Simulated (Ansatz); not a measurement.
`N[SiH2][TeH]` + H₂O → `O[SiH2][TeH]` + NH₃ at 600 K and 1 bar (formal hydrolysis of the Si–N bond).

Program: Ansatz. Geometries: PBE0-D4/def2-TZVP. ΔE: electronic, gas phase. CCSD(T)/CBS is the MP2 limit (def2-TZVPP, def2-QZVPP) plus CCSD(T) − MP2 in def2-TZVPP, frozen cores. This one scheme is used for every species. def2 core potentials past Kr. For Te outer-core shells are correlated without core-valence functions, which leaves a few kJ/mol of doubt a bond. One conformer a species, not always the lowest.

```tsv
species	CCSD(T)/CBS energy (Eh)	H − E (kJ/mol)	S (J/(mol·K))
`N[SiH2][TeH]`	-614.55865	183.7	408.1
H₂O	-76.37941	76.8	212.8
`O[SiH2][TeH]`	-634.44375	148.5	398.1
NH₃	-56.50880	112.4	219.5
```

H − E and S are ideal-gas, rigid-rotor, harmonic terms from PBE0-D4/def2-TZVP, for one conformer and one mirror image of each species. 1 Eh = 2625.50 kJ/mol, R = 8.31446 J/(mol·K).

By hand: ΔE, ΔH, ΔS and ΔG.

ΔE = (-634.44375) + (-56.50880) − (-614.55865) − (-76.37941) = -0.01449 Eh = -38.0 kJ/mol. Δ(H − E) = 148.5 + 112.4 − 183.7 − 76.8 = 0.4, so ΔH = -37.6 kJ/mol. ΔS = 398.1 + 219.5 − 408.1 − 212.8 = -3.3 J/(mol·K). ΔG = -37.6 − 600 × (-3.3)/1000 = -35.6 kJ/mol.

By hand: the equilibrium constant, and the temperature at which ΔG would vanish if ΔH and ΔS stayed fixed.

log₁₀ K = −ΔG/(RT ln 10) = 3.1. ΔG = 0 at ΔH/ΔS = 11394 K, far beyond where these terms or the molecules hold.

The number of gas molecules stays the same, so ΔS is small and ΔH decides. A doubt of 5 kJ/mol in ΔE shifts log₁₀ K by 0.4 here. Other conformers and mirror images would add mixing entropy, several J/(mol·K) or more a flexible species. These are equilibria of isolated gas molecules and say nothing of rates. Largest T1 diagnostic: 0.011 (customary marks: 0.02 for closed shells, 0.045 for open ones).
